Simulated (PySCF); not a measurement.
Match the calculated data to a structure.

All candidates are C7H5NO.

| technique | computed result |
| --- | --- |
| UV, strongest line | among the 8 lowest singlet transitions: S8 at 6.75 eV (184 nm, f = 0.761) [TDDFT CAM-B3LYP/def2-SVPD] |
| Polarisability | 108.7 au [CAM-B3LYP/def2-SVPD] |
| NMR, other nuclei | isotropic shieldings of nuclei other than C and H, by class: 91 (1 N), -108 (1 O) ppm [GIAO PBE0/pcSseg-1] |
| UV, first state | lowest singlet excitation: 4.15 eV (299 nm, f = 0.000) [TDDFT CAM-B3LYP/def2-SVPD] |
| 1H NMR | chemical shifts (computed TMS as zero) by class: 7.38 (1 H), 6.77 (1 H), 4.63 (1 H), 4.62 (1 H), 1.75 (1 H) ppm [GIAO PBE0/pcSseg-1] |
| Rotational structure | rotational constants A, B, C: 5.121, 0.631, 0.561 GHz [GFN2-xTB] |
| 13C NMR | chemical shifts (computed TMS as zero) by class: 150.3 (1 C), 135.8 (1 C), 97.4 (1 C), 81.2 (1 C), 78.6 (1 C), 72.8 (1 C), 71.5 (1 C) ppm [GIAO PBE0/pcSseg-1] |
| Dipole | 3.87 D [CAM-B3LYP/def2-SVPD] |
| Triplet | lowest triplet excitation (Tamm–Dancoff): 3.46 eV [TDA CAM-B3LYP/def2-SVPD] |

Gas-phase values; electronic properties from PySCF, density fitting. Levels stand in brackets. One conformer (not necessarily the lowest) at the GFN2-xTB geometry, without solvent, vibrations or thermal averaging. NMR classes are plain means over equivalent atoms (diastereotopic ones count apart unless rotation or inversion swaps them), as if these changed places fast.

Question: Which candidate is it?
A. `c1cc2ccoc2cn1`
B. `c1ccc2oncc2c1`
C. `C#CC#CC(=O)NC=C`

Answer: C. It is `C#CC#CC(=O)NC=C`. Numbering: `[CH:1]#[C:2][C:3]#[C:4][C:5](=[O:6])[NH:7][CH:8]=[CH2:9]`. Its formula, C7H5NO, gives 6 degrees of unsaturation: 0 rings and 6 π bonds in the structure found. 7 carbons fall into 7 classes; from least to most shielded: amide carbonyl carbon [C5] (150.3 ppm), vinylic carbon bearing nitrogen [C8] (135.8 ppm), terminal =CH2 carbon [C9] (97.4 ppm), terminal alkyne carbon [C1] (81.2 ppm), alkyne carbon [C3] (78.6 ppm), alkyne carbon [C2] (72.8 ppm), alkyne carbon [C4] (71.5 ppm). Hydrogen classes from least to most shielded: 1 H on a vinylic carbon bearing nitrogen, C8 (7.38 ppm), 1 H on an amide nitrogen, N7 (6.77 ppm), 1 H on a terminal =CH2 carbon, C9 (4.63 ppm), 1 H on a terminal =CH2 carbon, C9 (4.62 ppm), 1 H on a terminal alkyne carbon, C1 (1.75 ppm). The other shieldings belong to: 91 ppm, amide nitrogen [N7]; -108 ppm, amide oxygen [O6]. S1 is mainly HOMO−1→LUMO (weight 0.93); the largest Löwdin shares of the orbital it empties are 0.21 on the terminal alkyne carbon, 0.21 on an alkyne carbon, 0.18 on an alkyne carbon and 0.17 on the amide oxygen, of the orbital it fills 0.16 on an alkyne carbon, 0.15 on an alkyne carbon, 0.15 on the amide carbonyl carbon and 0.14 on the terminal alkyne carbon. The optimised geometry has point group Cs and is an asymmetric top.

The others, at the same levels:
- `c1cc2ccoc2cn1` fails: its computed 13C shifts are 157.9 (1 C), 152.9 (1 C), 148.0 (1 C), 140.3 (1 C), 138.7 (1 C), 120.1 (1 C), 112.7 (1 C) ppm, 1H shifts are 9.21 (1 H), 8.88 (1 H), 7.82 (1 H), 7.81 (1 H), 7.10 (1 H) ppm and lowest singlet excitation is 5.00 eV (248 nm, f = 0.003) (against 4.15 eV).
- `c1ccc2oncc2c1` fails: its computed 13C shifts are 170.6 (1 C), 149.6 (1 C), 133.4 (1 C), 129.2 (1 C), 128.3 (1 C), 126.9 (1 C), 115.0 (1 C) ppm, 1H shifts are 8.72 (1 H), 8.09 (1 H), 7.95 (1 H), 7.85 (1 H), 7.65 (1 H) ppm and rotational constant A is 4.045 GHz (against 5.121 GHz).

Each candidate is one conformer, not necessarily the lowest. Dipoles, sizes and rotational constants follow the conformer. The torsions of the flexible species, by atom-mapped SMILES:
- `[CH:1]#[C:2][C:3]#[C:4][C:5](=[O:6])[NH:7][CH:8]=[CH2:9]`: C4–C5–N7–C8 180°, C5–N7–C8–C9 180°
